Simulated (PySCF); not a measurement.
Magnetic shielding above rings: a mixed set.

NICS is the negative of the GIAO shielding at a point without a nucleus: at the ring centre (0) and 1 Å above and below it (1); zz is the component along the ring normal. Level: GIAO PBE0/pcSseg-1 (PySCF, non-relativistic, gas phase) on the GFN2-xTB geometries, one conformer each. Atom numbers follow the mapped SMILES.

Problem. Order these rings by mean NICS(1)zz, lowest (most negative) first (ppm).
A. ring C3–C4–O5–C6–O8 in `[CH2:1]=[CH:2][c:3]1[cH:4][o:5][c:6](=[O:7])[o:8]1`
B. ring C2–C3–C4–C5 in `[NH2:1][C@@H:2]1[CH2:3][CH2:4][C@@H:5]1[NH:6][SiH2:7][F:8]`
C. ring C5–O6–C7 in `[F:1][C@@H:2]([CH2:3][SiH3:4])[C@@H:5]1[O:6][C@@H:7]1[F:8]`
D. ring Si2–Si5–C6–S7 in `[SiH3:1][Si@@:2]1([SiH2:3][SH:4])[SiH2:5][CH2:6][S:7]1`
E. ring Si4–C5–Si6–Si7–Si8 in `[CH3:1][C:2](=[O:3])[Si@@H:4]1[CH2:5][SiH2:6][SiH2:7][SiH2:8]1`
F. ring Si3–C4–C7 in `[CH:1]#[C:2][Si@H:3]1[C@H:4]([C:5]#[N:6])[C@@H:7]1[F:8]`
G. ring C2–C3–C4–S5–C6 in `[CH3:1][c:2]1[cH:3][cH:4][s:5][c:6]1[N:7]([SiH3:8])[SiH3:9]`

Solution. G (-21.1), C (-17.6), F (-13.8), A (-9.7), E (-1.1), B (2.4), D (10.9).

```
                            SMILES                                                             ring  NICS(0)  NICS(1)  NICS(1)zz   HOMA  rms pucker (Å)  ring atoms with four or more neighbours
           Cc1ccsc1N([SiH3])[SiH3]                5-membered ring with S; formal bonds all aromatic    -11.8     -9.9      -21.1   0.71            0.00                                        0
  F[C@@H](C[SiH3])[C@@H]1O[C@@H]1F                  3-membered ring with O; formal bonds all single    -42.5     -6.3      -17.6      –            0.00                                        2
      C#C[Si@H]1[C@H](C#N)[C@@H]1F                 3-membered ring with Si; formal bonds all single    -20.9     -7.4      -13.8      –            0.00                                        3
                    C=Cc1coc(=O)o1  5-membered ring with 2 O; bonds drawn aromatic by RDKit's count     -7.5     -4.7       -9.7  -0.29            0.00                                        0
CC(=O)[Si@@H]1C[SiH2][SiH2][SiH2]1               5-membered ring with 4 Si; formal bonds all single     -3.1     -2.6       -1.1      –            0.24                                        5
         N[C@@H]1CC[C@@H]1N[SiH2]F                   4-membered carbocycle; formal bonds all single     -1.1     -1.5        2.4      –            0.08                                        4
   [SiH3][Si@@]1([SiH2]S)[SiH2]CS1         4-membered ring with S and 2 Si; formal bonds all single      1.1      0.6       10.9      –            0.04                                        3
```

NICS(0) gives another order. The isotropic NICS(1) gives another order. HOMA uses Krygowski's 1993 parameters; it is left out where a ring has a four-coordinate atom, a triple bond, no multiple bond or a kind of bond without parameters. NICS(1) and NICS(1)zz are means over the two faces.
